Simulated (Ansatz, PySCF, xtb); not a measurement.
Gas-phase reaction 3 R1 + R2 → P1 + 2 P2 + P3, each structure at its B3LYP-D3(BJ)/def2-TZVP stationary point, reached from a drawn start (curvature not checked).
P1, CH4 (SMILES C) (charge 0, multiplicity 1):
| atom | x (Å) | y (Å) | z (Å) |
|---|---|---|---|
| C | 0.0000 | 0.0000 | 0.0000 |
| H | 0.6289 | 0.6289 | 0.6289 |
| H | -0.6289 | -0.6289 | 0.6289 |
| H | 0.6289 | -0.6289 | -0.6289 |
| H | -0.6289 | 0.6289 | -0.6289 |
R1: H2 (SMILES [H][H]), charge 0, multiplicity 1.
P2, HCl (SMILES Cl) (charge 0, multiplicity 1, Z-matrix in Å and degrees):
```
Cl
H 1 1.2820
```
P3: SiH4 (SMILES [SiH4]), charge 0, multiplicity 1.
R2: CH4Cl2Si (SMILES C[SiH](Cl)Cl), charge 0, multiplicity 1.

```tsv
level	reaction energy (kJ/mol)	minus CCSD(T)/CBS(cc-pV(T+d)Z, cc-pV(Q+d)Z)
GFN2-xTB	-9.1	-152.5
HF/cc-pV(T+d)Z	90.7	-52.6
PBE-D3(BJ)/def2-TZVPP	139.3	-4.1
r2SCAN-D3(BJ)/def2-TZVPP	150.2	6.8
r2SCAN-D4/def2-TZVPP	149.7	6.4
B97M-V/def2-TZVPP	133.7	-9.6
PBE0/def2-TZVPP	124.4	-18.9
PBE0-D3(BJ)/def2-TZVPP	135.5	-7.8
BHLYP-D4/def2-TZVPP	128.3	-15.0
CAM-B3LYP-D4/def2-TZVPP	123.4	-19.9
wB97X-V/def2-TZVPP	132.9	-10.5
B2PLYP-D4/def2-TZVPP	134.9	-8.5
MP2/cc-pV(D+d)Z	107.6	-35.7
MP2/cc-pV(Q+d)Z	158.9	15.5
MP2/CBS(cc-pV(T+d)Z, cc-pV(Q+d)Z)	165.1	21.8
SCS-MP2/cc-pV(D+d)Z	91.9	-51.5
CCSD/cc-pV(T+d)Z	114.1	-29.2
CCSD/cc-pV(Q+d)Z	124.2	-19.2
CCSD(T)/cc-pV(T+d)Z	124.3	-19.1
CCSD(T)/CBS(cc-pV(T+d)Z, cc-pV(Q+d)Z)	143.4	0.0
```

 The comparison column counts from a level with limits of its own.

P less R. No zero-point or thermal terms.

Cores are frozen in the correlated methods. CBS: X⁻³ extrapolation of the correlation energy, Hartree–Fock from the larger set.

Codes used: Ansatz (a first-principles code) with Gaussian orbitals; PySCF for the D3/D4 terms; xtb for the GFN methods. Each number belongs to the level named beside it.
